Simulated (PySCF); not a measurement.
Telling isomers of C$_{7}$H$_{3}$F$_{2}$N apart by NMR

- GFN2-xTB structure
- NMR shieldings at PBE0/pcSseg-1/GIAO
- run in PySCF 2.14
- single conformer, no solvent, relativity neglected, averaged over atoms made equivalent by symmetry, fast rotation or ring inversion

Shifts are taken against calculated references (same method and geometry level): ¹H (σ = 31.72 ppm), ¹³C (σ = 186.93 ppm) vs TMS. Splittings of carbon signals by F and P are missing where no couplings were computed. Where no couplings were computed, multiplicities follow the n + 1 count of equivalent neighbours, and m marks all less simple cases (inequivalent or close neighbours, rings, F or P nearby). Shifts are as computed. Against solution values, carbons near 30 ppm lie about +3 ppm off and those near 130 ppm about +5 ppm. Of 1211 compounds with measured shifts, 218 miss one by over three times the rms of a fit or turn the order of signals round; such compounds aren't used in these exercises.

(1) Tabulate the signals of `C=C1C(C#N)=CC(F)=C1F`, `N#Cc1ccc(F)c(F)c1` and their relative energies.

(2) What is the quickest way to tell C=C1C(C#N)=CC(F)=C1F from N#Cc1ccc(F)c(F)c1?

Answers

(1) 
```json
{"SMILES": "C=C1C(C#N)=CC(F)=C1F", "carbon types": "5×C 1×CH 1×CH2", "δC": "154.4, 147.7, 145.4, 143.8, 138.8, 118.7, 100.5", "δH": "7.01 (m, 1H), 6.94 (m, 1H), 6.88 (m, 1H)", "E rel. (kcal/mol)": "36.6"}
{"SMILES": "N#Cc1ccc(F)c(F)c1", "carbon types": "4×C 3×CH", "δC": "163.4, 160.5, 136.4, 130.4, 125.6, 122.8, 114.0", "δH": "7.82 (m, 1H), 7.72 (m, 1H), 7.58 (m, 1H)", "E rel. (kcal/mol)": "0.0"}
```

Energies are electronic energies at PBE0/pcSseg-1 on these geometries, without zero-point or thermal terms, each for the one conformer computed, which needn't be the lowest.

(2) Both give the same number of carbon signals, but DEPT or the intensities differ. The first has a terminal =CH2 carbon at 138.8 ppm, the second an aromatic CH at 125.6 ppm. Their most deshielded carbons lie at 154.4 and 163.4 ppm. In the proton spectra the most deshielded non-exchanging signals are 7.01 (m, 1H) and 7.82 (m, 1H).
